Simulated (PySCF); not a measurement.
A geometry optimisation, step by step.

C₄H₅B₂N.
Atom-mapped SMILES: `[BH2:1][NH:2][BH:3][C:4]#[C:5][C:6]#[CH:7]` (hydrogens: H8, H9 on B1; H10 on N2; H11 on B3; H12 on C7)

Method: PBE0-D3(BJ)/def2-SVP geometry optimisation, gas phase (PySCF 2.14.0); density fitting, grid level 1; the optimiser is geomeTRIC in internal coordinates, started from a GFN2-xTB structure with every atom displaced at random (about 0.01 Å). The frame can shift and turn from step to step; on so coarse a grid that alone can change the energy by a few meV, and forces under 0.02 eV/Å are noise.

Step 0: E = -7055.9988 eV, largest atomic force 6.157 eV/Å
```
atom  x, y, z in Å  |  force x, y, z in eV/Å
B1     -2.970   -0.864   -0.409   -0.830   1.132   0.508
N2     -1.613   -0.619   -0.302    1.075  -0.130  -0.042
B3     -0.963    0.466    0.321    1.536  -0.229  -0.060
C4      0.597    0.510    0.330   -6.155  -0.157  -0.058
C5      1.777    0.533    0.328    4.517   0.187   0.056
C6      3.132    0.578    0.341    1.076  -0.070  -0.045
C7      4.352    0.594    0.342   -1.579   0.008   0.014
H8     -3.717   -0.060    0.049   -0.328   0.282   0.228
H9     -3.373   -1.790   -0.955   -0.447  -1.395  -0.752
H10    -1.006   -1.312   -0.709    0.327  -0.259  -0.179
H11    -1.573    1.317    0.849   -0.514   0.600   0.324
H12     5.396    0.620    0.352    1.320   0.029   0.006
```

Step 1: E = -7056.2613 eV, largest atomic force 0.657 eV/Å
```
atom  x, y, z in Å  |  force x, y, z in eV/Å
B1     -2.571   -0.616    0.068    0.014  -0.222  -0.116
N2     -1.169   -0.412    0.148   -0.033   0.032   0.028
B3     -0.508    0.687    0.768   -0.062   0.054  -0.039
C4      1.013    0.772    0.739    0.627  -0.068   0.042
C5      2.245    0.804    0.736   -0.656   0.008  -0.022
C6      3.610    0.856    0.736   -0.060   0.124   0.059
C7      4.824    0.942    0.759    0.281  -0.114  -0.037
H8     -3.314    0.192    0.560   -0.024   0.072   0.048
H9     -2.993   -1.606   -0.499    0.072   0.147   0.078
H10    -0.569   -1.110   -0.283   -0.027  -0.006  -0.008
H11    -1.164    1.549    1.307    0.027  -0.060  -0.033
H12     5.902    0.977    0.768   -0.159   0.032   0.002
```

Step 2: E = -7056.2662 eV, largest atomic force 0.166 eV/Å
```
atom  x, y, z in Å  |  force x, y, z in eV/Å
B1     -2.583   -0.606    0.079   -0.023  -0.022  -0.011
N2     -1.176   -0.437    0.127    0.089   0.016  -0.012
B3     -0.495    0.654    0.737   -0.032   0.073   0.056
C4      1.026    0.750    0.728    0.063  -0.149  -0.038
C5      2.253    0.803    0.737   -0.105   0.029  -0.015
C6      3.618    0.873    0.750    0.047   0.096   0.046
C7      4.833    0.964    0.775   -0.033  -0.097  -0.034
H8     -3.280    0.231    0.598   -0.023  -0.013  -0.005
H9     -3.048   -1.575   -0.476    0.025   0.030   0.018
H10    -0.599   -1.148   -0.315   -0.010  -0.007  -0.006
H11    -1.149    1.512    1.278    0.002   0.015  -0.007
H12     5.906    1.013    0.788    0.000   0.030   0.006
```

Step 3: E = -7056.2682 eV, largest atomic force 0.223 eV/Å
```
atom  x, y, z in Å  |  force x, y, z in eV/Å
B1     -2.571   -0.615    0.073   -0.021   0.057   0.036
N2     -1.167   -0.421    0.135   -0.036   0.014  -0.007
B3     -0.504    0.677    0.750    0.045  -0.034  -0.008
C4      1.018    0.754    0.738   -0.183  -0.028   0.019
C5      2.242    0.805    0.744    0.220   0.039  -0.007
C6      3.608    0.872    0.752    0.061   0.048   0.022
C7      4.824    0.946    0.765   -0.144  -0.066  -0.025
H8     -3.295    0.204    0.586    0.019  -0.023  -0.017
H9     -3.006   -1.590   -0.488   -0.027  -0.050  -0.026
H10    -0.579   -1.124   -0.304    0.005   0.004   0.004
H11    -1.159    1.537    1.284   -0.010   0.014   0.000
H12     5.896    0.991    0.769    0.071   0.025   0.008
```

Step 4: E = -7056.2692 eV, largest atomic force 0.110 eV/Å
```
atom  x, y, z in Å  |  force x, y, z in eV/Å
B1     -2.578   -0.614    0.071    0.002   0.037   0.026
N2     -1.174   -0.422    0.137    0.018  -0.013  -0.010
B3     -0.500    0.669    0.753   -0.013   0.020  -0.015
C4      1.023    0.747    0.742   -0.096  -0.053   0.008
C5      2.248    0.805    0.748    0.098   0.030  -0.004
C6      3.614    0.877    0.755   -0.014   0.029   0.014
C7      4.829    0.950    0.764   -0.013  -0.041  -0.018
H8     -3.305    0.205    0.579    0.014  -0.001  -0.003
H9     -3.012   -1.590   -0.491   -0.013  -0.025  -0.014
H10    -0.589   -1.129   -0.300    0.005  -0.007  -0.002
H11    -1.151    1.536    1.281   -0.004   0.008   0.012
H12     5.902    1.000    0.767    0.016   0.016   0.007
```

Step 5: E = -7056.2697 eV, largest atomic force 0.087 eV/Å
```
atom  x, y, z in Å  |  force x, y, z in eV/Å
B1     -2.580   -0.609    0.071    0.012  -0.021  -0.012
N2     -1.174   -0.432    0.132   -0.006   0.002   0.004
B3     -0.498    0.659    0.749    0.001   0.019  -0.010
C4      1.024    0.736    0.743    0.048  -0.028   0.005
C5      2.250    0.805    0.751   -0.051   0.014  -0.002
C6      3.615    0.884    0.759   -0.056   0.005   0.004
C7      4.830    0.957    0.766    0.086  -0.010  -0.008
H8     -3.293    0.220    0.580   -0.009   0.006   0.004
H9     -3.029   -1.583   -0.487    0.005   0.008   0.005
H10    -0.593   -1.143   -0.304   -0.003   0.005   0.004
H11    -1.150    1.526    1.276    0.007  -0.007   0.002
H12     5.904    1.016    0.769   -0.035   0.005   0.004
```

Step 6: E = -7056.2699 eV, largest atomic force under 0.02 eV/Å
```
atom  x, y, z in Å  |  force x, y, z in eV/Å
B1     -2.580   -0.611    0.070    0.008   0.000  -0.002
N2     -1.174   -0.430    0.132   -0.002  -0.005  -0.005
B3     -0.498    0.660    0.748   -0.006   0.002   0.007
C4      1.024    0.733    0.744    0.017  -0.009   0.000
C5      2.249    0.806    0.753   -0.016   0.010  -0.001
C6      3.615    0.887    0.760   -0.011  -0.006  -0.001
C7      4.830    0.956    0.765    0.017   0.002  -0.003
H8     -3.296    0.217    0.577   -0.005   0.002   0.001
H9     -3.026   -1.587   -0.487    0.003   0.003   0.003
H10    -0.593   -1.142   -0.303    0.002   0.000   0.001
H11    -1.148    1.527    1.278    0.003   0.000  -0.002
H12     5.903    1.018    0.768   -0.009   0.001   0.003
```

**Question.** Summarise the path.

**Answer.** The energy falls by 6.25 kcal/mol from step 0 to step 6; nine tenths of that is first reached at step 1. It falls at every step. The largest force goes from 6.157 to under 0.02 eV/Å. Among the bonds B1–H9 changes most, from 1.148 to 1.209 Å; the atoms move by 0.072 Å rms after alignment.

The cost below is that of the whole optimisation. Hardware: one thread of an Intel Xeon 6975P-C, no GPU, on a shared host. Cost: 25 s, 0.49 GiB resident at most.
